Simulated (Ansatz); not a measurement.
Compare A (`CBCCO`) with its isomer B (`CCCBO`).

Program: Ansatz. Geometries: PBE0-D4/def2-TZVP. ΔE: electronic, gas phase. CCSD(T)/CBS is the MP2 limit (def2-TZVPP, def2-QZVPP) plus CCSD(T) − MP2 in def2-TZVPP, frozen cores. DFT in def2-TZVPP. B3LYP here is the variant with VWN-RPA as its local correlation; programs differ in this. One conformer a species, not always the lowest.

Problem. Which isomer does CCSD(T)/CBS put lower? Give the gap. (Best estimate.)

Solution. Ansatz gave: B, by 43.2 kcal/mol.

Problem. Give E(B) − E(A) in kcal/mol with MP2/def2-TZVPP, HF/def2-TZVPP, r2SCAN-D4, PBE-D4, B2PLYP, ωB97M-V, B3LYP. (Best estimate.)

Solution. Ansatz gave: MP2/def2-TZVPP -44.6, HF/def2-TZVPP -42.0, r2SCAN-D4 -42.2, PBE-D4 -41.4, B2PLYP -43.1, ωB97M-V -42.4, B3LYP -42.0. None reverses the order clearly.

Largest T1 diagnostic: 0.011.

In def2-TZVPP, CCSD(T) changes the Hartree–Fock value by −1.4 kcal/mol (the triples alone add −0.2 kcal/mol) and MP2 by −2.6 kcal/mol.
